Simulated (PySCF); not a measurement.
# Polarisability and C₆ of Rh (rhodium, neutral)

[Kr] 4d8 5s1, high-spin 4F determinant. Computed with PySCF 2.14 in ANO-RCC-VTZP (7s6p4d2f1g, 68 functions), with the spin-free X2C one-electron Hamiltonian (Gaussian nucleus). Coupled (time-dependent) response in atomic units; α is the mean over directions. The basis has no added diffuse functions, which lowers α and C₆.

```json
{"method": "UHF", "mean α (bohr³)": "73.70", "C₆ (like pair)": "651.9", "S(−4)": "4299"}
{"method": "PBE", "mean α (bohr³)": "46.93", "C₆ (like pair)": "389.4", "S(−4)": "1338"}
{"method": "PBE0", "mean α (bohr³)": "51.11", "C₆ (like pair)": "427.2", "S(−4)": "1702"}
```

S(−4) is the Cauchy moment in α(ω) = α(0) + S(−4) ω² + …

Reference α: 66 ± 10 bohr³ (recommended; Schwerdtfeger and Nagle, table of static dipole polarizabilities (2023 update)). Published C₆: 708.0 (Gould and Bucko (2016)).

Spin-orbit coupling is absent.

Hartree-Fock lies above the reference because it lacks correlation, which contracts the outer shell.

α(iu) at PBE0:

```csv
u (hartree),α(iu) (bohr³)
0,51.11
0.0500,47.27
0.100,39.12
0.200,25.04
0.300,17.24
0.500,10.43
0.750,7.143
1.00,5.466
1.50,3.592
2.00,2.524
3.00,1.407
5.00,0.6016
```
